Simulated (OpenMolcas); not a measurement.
An OpenMolcas run meant for S4+ (ANO-L-VQZP, non-relativistic; inactive shells 1s 2s 2p; intended active space 2 electrons in 4 orbitals (3s 3p)). One step of its input:

```
&CASPT2
Multistate=3 1 2 3
Frozen=1 0
IPEA=0.25
Imaginary=1.5
MaxIter=60
WThr=0.0 0.3 0.05
PrWF=0.5
NoMix
```

The run finished. Its levels beside those of a sound run (MS-CASPT2, IPEA 0.25 Eh, imaginary shift 0.1 Eh (closed shells correlated: 2s 2p)), in cm-1 above each run's lowest level:

```json
{"Level": "3s2 1S0", "This run": "0.0", "Usual run": "0.0"}
{"Level": "3s 3p 3P* 0", "This run": "81488", "Usual run": "81284"}
{"Level": "3s 3p 3P* 1", "This run": "81816", "Usual run": "81612"}
{"Level": "3s 3p 3P* 2", "This run": "82485", "Usual run": "82281"}
{"Level": "3s 3p 1P* 1", "This run": "130904", "Usual run": "129088"}
{"Level": "3p2 3P0", "This run": "198085", "Usual run": "197950"}
{"Level": "3p2 3P1", "This run": "198431", "Usual run": "198298"}
{"Level": "3p2 3P2", "This run": "199061", "Usual run": "198831"}
{"Level": "3p2 1D2", "This run": "208330", "Usual run": "200725"}
{"Level": "3p2 1S0", "This run": "237066", "Usual run": "235078"}
```

Question: Which setting is unsound, and how much does it matter here?

Answer: The level shift is far above the usual 0.1 to 0.3 hartree and damps the second-order energy. Against the sound run the excited levels shown move by 1400 cm-1 on average and by 7600 cm-1 at most.

Over all roots computed the reference weight is 0.93 to 1.00 in the sound run; the roots of lowest weight are the least certain, and an intruder state may touch them. The ¹D term of p² mixes with s d, which this space lacks. Some levels mix across a computed gap that differs much from the measured one, so their mixing is not that of the real levels (holds for the sound run). Levels of configurations outside the active space are missing.

* marks odd parity.
